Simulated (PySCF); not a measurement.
# A small calculation by hand: entropy of an ideal gas

GeH3, SMILES [GeH3] (connectivity only; charge and spin as stated), charge +1, multiplicity 1.

Geometry optimised at PBE0-D3(BJ)/def2-TZVPD. The multiplicity is an assumed one; other spin states were not compared. The isomer is the one that the SMILES or the coordinates give; other isomers of the formula were not compared.

PBE0-D3(BJ)/def2-TZVPD (PySCF) gives the harmonic wavenumbers 800, 852, 852, 2204, 2265, 2265 cm⁻¹ and the rotational temperatures 6.9210, 6.9210, 3.4605 K. The molar mass is 75.65 g/mol, the symmetry number 6, the spin multiplicity 1.

Problem. Work out the entropy at 298.15 K and 1 atm in the rigid-rotor, harmonic-oscillator model.

Solution. 
Translation (Sackur–Tetrode at 1 atm): S = R[1.5 ln M + 2.5 ln T − 1.16487] = 162.7 J/(mol K).
Rotation: q = (√π/σ) T^1.5/√(θA θB θC) = 118, S = R[ln q + 3/2] = 52.1 J/(mol K).
Vibration: with u = 1.4388 ν/T, each mode gives R[u/(e^u − 1) − ln(1 − e^−u)]:
| ν (cm⁻¹) | modes | u | S (J/(mol K)) |
|---|---|---|---|
| 800 | 1 | 3.86 | 0.87 |
| 852 | 2 | 4.11 | 1.41 |
The stiffer modes add less than 0.005 each. Sum 2.3 J/(mol K).
Spin: R ln 1 = 0.0 J/(mol K).
Total 217.1 J/(mol K); the program's own thermochemistry gives 217.1. Translation makes up 75 % and vibration 1 %. Anharmonicity, hindered rotation and orbital degeneracy are left out.
